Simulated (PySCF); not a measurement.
C2H5BF2O, SMILES OCB(F)CF. Geometry optimised at PBE-D3(BJ)/def2-SVP. The structure was generated by enumeration, and PubChem lists no compound with its InChIKey, so it may never have been made. One conformer was computed; it need not be the lowest.

Computed with PBE-D3(BJ)/def2-SVP (PySCF 2.14.0).

Harmonic wavenumbers (cm⁻¹): 92, 101, 127, 184, 228, 315, 412, 517, 587, 706, 889, 1036, 1063, 1108, 1167, 1196, 1224, 1291, 1338, 1358, 1379, 1396, 2828, 2924, 2966, 2967, 3704. Rotational constants (GHz): 5.267, 2.195, 1.582; symmetry number 1.

### Question
Work out the zero-point energy and the ideal-gas rigid-rotor harmonic-oscillator thermochemistry at 298.15 K and 1 atm.

### Answer
ZPE = ½ Σ hcν = ½ × 33102 cm⁻¹ = 47.32 kcal/mol. H − E(el) = 52.64 kcal/mol. Entropy in cal/(mol K): translation 39.53, rotation 27.27, vibration 18.47, total 85.26. G − E(el) = 27.22 kcal/mol. Cp = 26.31 cal/(mol K). Modes under 150 cm⁻¹ make the vibrational entropy uncertain.
